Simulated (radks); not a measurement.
The numbers below are computed, except where a source is named.
Task: The arsenic anion As3-, [Kr], held by a Watson sphere: a shell of charge +3 at radius R that stands for the Madelung well of a crystal (potential energy -3/R inside, -3/r outside, in hartree with lengths in bohr). Code: a radial shooting solver on a logarithmic mesh with Libxc functionals. Model: scalar-relativistic Kohn-Sham, LB94 model potential, spin-polarised, spherical densities, finite nucleus; Fermi nuclear charge, rms radius of each element as measured or else 0.836 A^(1/3) + 0.57 fm. Response by self-consistent Sternheimer equations with the Hartree and adiabatic LDA kernel, the relativistic mass of each level held fixed and spin-orbit coupling left out. The sphere does not respond.

R (bohr)  e(3d) (eV)  e(4s) (eV)  e(4p) (eV)  <r> 4p (bohr)  sum of <r^2> (bohr^2)  X-ray form factor at sin(theta)/lambda = 0.1 1/angstrom  alpha (bohr^3)
2.46         -47.771     -20.101     -11.042          2.520                  62.86                                                   32.229           41.69
2.58         -47.468     -19.632     -10.708          2.568                  64.77                                                   32.150           45.40
2.79         -47.012     -18.873     -10.135          2.650                  68.15                                                   32.018           52.72
3.25         -46.187     -17.467      -8.961          2.824                  75.60                                                   31.757           72.91
3.84         -45.293     -16.081      -7.652          3.029                  85.24                                                   31.482           108.9
4.26         -44.733     -15.309      -6.857          3.164                  92.20                                                   31.325           143.1
5.04         -43.836     -14.200      -5.643          3.394                  105.5                                                   31.108           231.8
5.11         -43.765     -14.117      -5.549          3.414                  106.8                                                   31.093           241.8

Estimate the row for R = 5.03 bohr.

Result: e(3d) (eV) -43.847; e(4s) (eV) -14.212; e(4p) (eV) -5.657; <r> 4p (bohr) 3.391; sum of <r^2> (bohr^2) 105.4; X-ray form factor at sin(theta)/lambda = 0.1 1/angstrom 31.111; alpha (bohr^3) 230.4.
